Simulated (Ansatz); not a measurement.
`[CH3][Al]([NH2])[Br]` + HCl → `[NH2][Al]([Cl])[Br]` + CH₄ at 500 K and 1 bar (ligand exchange at the Al–C bond).

Gas-phase electronic energies from Ansatz, PBE0-D4/def2-TZVP geometries. CCSD(T)/CBS is the MP2 limit (def2-TZVPP, def2-QZVPP) plus CCSD(T) − MP2 in def2-TZVPP, frozen cores. This one scheme is used for every species. For Br outer-core shells are correlated without core-valence functions, which leaves a few kJ/mol of doubt a bond. Scalar relativity is left out up to krypton. Each species was taken in one conformer, which may not be the lowest.

| species | CCSD(T)/CBS energy (Eh) | H − E (kJ/mol) | S (J/(mol·K)) |
| --- | --- | --- | --- |
| `[CH3][Al]([NH2])[Br]` | -2911.22635 | 209.3 | 415.6 |
| HCl | -460.38127 | 32.5 | 201.9 |
| `[NH2][Al]([Cl])[Br]` | -3331.20678 | 112.9 | 388.9 |
| CH₄ | -40.46206 | 135.6 | 206.8 |

H − E and S are ideal-gas, rigid-rotor, harmonic terms from PBE0-D4/def2-TZVP, for one conformer and one mirror image of each species. 1 Eh = 2625.50 kJ/mol, R = 8.31446 J/(mol·K).

Problem. By hand: ΔE, ΔH, ΔS and ΔG.

Solution. ΔE = (-3331.20678) + (-40.46206) − (-2911.22635) − (-460.38127) = -0.06122 Eh = -160.7 kJ/mol. Δ(H − E) = 112.9 + 135.6 − 209.3 − 32.5 = 6.7, so ΔH = -154.0 kJ/mol. ΔS = 388.9 + 206.8 − 415.6 − 201.9 = -21.8 J/(mol·K). ΔG = -154.0 − 500 × (-21.8)/1000 = -143.1 kJ/mol.

Problem. By hand: the equilibrium constant, and the temperature at which ΔG would vanish if ΔH and ΔS stayed fixed.

Solution. log₁₀ K = −ΔG/(RT ln 10) = 14.9. ΔG = 0 at ΔH/ΔS = 7064 K, far beyond where these terms or the molecules hold.

ΔH outweighs TΔS. A doubt of 5 kJ/mol in ΔE shifts log₁₀ K by 0.5 here. Other conformers and mirror images would add mixing entropy, several J/(mol·K) or more a flexible species. Modes under 60 cm⁻¹, often nearly free rotors, make the harmonic entropy too high. These are equilibria of isolated gas molecules and say nothing of rates. Largest T1 diagnostic: 0.008 (customary marks: 0.02 for closed shells, 0.045 for open ones).
